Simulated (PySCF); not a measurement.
**Molecular orbitals of TaB**

LDA at R = 2.088 Å; PySCF, scalar-relativistic core potentials, basis sets Ta def2-TZVPP with ECP60, B def2-TZVPP. State: ⁷Σ⁺ (septet), unpaired electrons σ ↑↑, π ↑↑, δ ↑↑. Only the outer orbitals are listed, counted within each symmetry, core potentials removing the inner ones.

| spin | orbital | occ. | ε (eV) | on Ta (%) | main shells (%) |
| --- | --- | --- | --- | --- | --- |
| α | 4σ | 1 | -10.40 | 34 | 64 B s, 18 Ta s, 12 Ta d |
| α | 5σ | 1 | -5.74 | 42 | 40 B p, 34 Ta s, 19 B s |
| α | 2π | 1 | -5.45 | 54 | 52 Ta d, 45 B p |
| α | 2π | 1 | -5.45 | 54 | 52 Ta d, 45 B p |
| α | 6σ | 1 | -5.00 | 90 | 47 Ta d, 42 Ta s |
| α | 1δ | 1 | -3.69 | 100 | 100 Ta d |
| α | 1δ | 1 | -3.69 | 100 | 100 Ta d |
| α | 3π | 0 | -2.60 | 71 | 37 Ta p, 34 Ta d, 29 B p |
| α | 3π | 0 | -2.60 | 71 | 37 Ta p, 34 Ta d, 29 B p |
| α | 7σ | 0 | -2.19 | 73 | 43 Ta p, 27 B p, 22 Ta d |
| β | 1π | 1 | -35.19 | 100 | 100 Ta p |
| β | 1π | 1 | -35.19 | 100 | 100 Ta p |
| β | 4σ | 1 | -8.40 | 36 | 62 B s, 18 Ta s, 13 Ta d |
| β | 5σ | 0 | -3.66 | 50 | 39 Ta s, 30 B p, 20 B s |
| β | 2π | 0 | -3.49 | 50 | 49 B p, 48 Ta d |
| β | 2π | 0 | -3.49 | 50 | 49 B p, 48 Ta d |

**Question.** Which are the highest filled and the lowest empty level, where do they sit, and how wide is the gap?

**Answer.** Highest filled α 1δ at -3.69 eV (in %: 100 Ta d); lowest empty β 5σ at -3.66 eV (in %: 39 Ta s, 30 B p, 20 B s); the gap at LDA is 0.03 eV.

* bond order (Mayer): 2.03
* ⟨S²⟩: 12.002
* charge on Ta (Mulliken, basis-dependent): -0.07
* charge on Ta (Löwdin, basis-dependent): 0.16
* dipole moment (positive dipole means Ta(−)B(+)): -2.50 D
* polarisability along the bond: 95.4 bohr³
* polarisability across the bond: 76.5 bohr³

Spin–orbit coupling is left out. With d or f electrons several states lie close, and the lowest PBE0 determinant need not be the measured ground state.
